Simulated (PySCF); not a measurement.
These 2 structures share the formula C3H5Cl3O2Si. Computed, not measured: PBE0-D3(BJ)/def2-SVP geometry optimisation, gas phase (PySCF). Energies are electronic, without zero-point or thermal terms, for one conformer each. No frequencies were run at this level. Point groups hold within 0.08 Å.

Question: Rank from lowest to highest electronic energy at this level (kcal/mol).
A. `[CH3:1][C:2](=[O:3])[O:4][SiH2:5][C:6]([Cl:7])([Cl:8])[Cl:9]` with C1–C2–O4–Si5 180°, C2–O4–Si5–C6 180°
B. `[O:1]=[C:2]([CH2:3][C:4]([Cl:5])([Cl:6])[Cl:7])[O:8][SiH3:9]` with O1–C2–C3–C4 149°, O1–C2–O8–Si9 -3°

Answer: A (0.0), B (8.7).

As drawn, the lower has an Si–C bond, which the higher lacks.

| SMILES | E (Eh) | E rel (kcal/mol) | dipole (D) | point group | A, B, C (MHz) |
| --- | --- | --- | --- | --- | --- |
| CC(=O)O[SiH2]C(Cl)(Cl)Cl | -1936.33540 | 0.0 | 1.74 | – | 1421, 485.2, 463.4 |
| O=C(CC(Cl)(Cl)Cl)O[SiH3] | -1936.32152 | 8.7 | 1.03 | C1 | 1478, 511.1, 483.5 |

How do the relative energies change in single points at PBE0/pcSseg-1 (no added dispersion term) on the same geometries?

```tsv
SMILES	PBE0-D3(BJ)/def2-SVP (kcal/mol)	PBE0/pcSseg-1 (kcal/mol)	shift
CC(=O)O[SiH2]C(Cl)(Cl)Cl	0.0	0.0	0.0
O=C(CC(Cl)(Cl)Cl)O[SiH3]	8.7	9.8	+1.1
```

Each column counts from its own lowest isomer. The order is unchanged; the largest shift is 1.1 kcal/mol.
